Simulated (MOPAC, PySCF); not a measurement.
[Hf(F)(H)3], neutral singlet in the gas phase. 

Cartesian coordinates (Å):
```xyz
5

Hf    -0.0133     0.0052     0.0041
F     -1.7098     0.6641     0.5290
H      1.2207     0.4144     1.3281
H     -0.1302    -1.8336    -0.2164
H      0.4711     0.8127    -1.5948
```
Charge 0, multiplicity 1.

All levels are single points at this geometry (PBE-D3(BJ)/def2-SVP); Pople sets use spherical d functions. Orbital energies aren't observables, and empty levels follow the basis.

B3LYP/LANL2DZ in PySCF gives HOMO (eV) = -8.72.

Problem. Estimate the HOMO (eV) from each of these levels: B3LYP-D3(BJ)/def2-TZVP in PySCF; PBE-D3(BJ)/def2-TZVP in PySCF; TPSSh-D3(BJ)/def2-TZVP in PySCF; B3LYP/6-311+G** (LANL2DZ on Hf) in PySCF; B3LYP/6-31G* (LANL2DZ on Hf) in PySCF; BP86/6-31G* (LANL2DZ on Hf) in PySCF; PBE/6-31G* (LANL2DZ on Hf) in PySCF; PM6 in MOPAC.

Solution. 
```json
[
 {"level": "B3LYP-D3(BJ)/def2-TZVP in PySCF", "HOMO (eV)": "-8.36"},
 {"level": "PBE-D3(BJ)/def2-TZVP in PySCF", "HOMO (eV)": "-7.19"},
 {"level": "TPSSh-D3(BJ)/def2-TZVP in PySCF", "HOMO (eV)": "-7.96"},
 {"level": "B3LYP/6-311+G** (LANL2DZ on Hf) in PySCF", "HOMO (eV)": "-8.59"},
 {"level": "B3LYP/6-31G* (LANL2DZ on Hf) in PySCF", "HOMO (eV)": "-8.63"},
 {"level": "BP86/6-31G* (LANL2DZ on Hf) in PySCF", "HOMO (eV)": "-7.60"},
 {"level": "PBE/6-31G* (LANL2DZ on Hf) in PySCF", "HOMO (eV)": "-7.47"},
 {"level": "PM6 in MOPAC", "HOMO (eV)": "-11.82"}
]
```
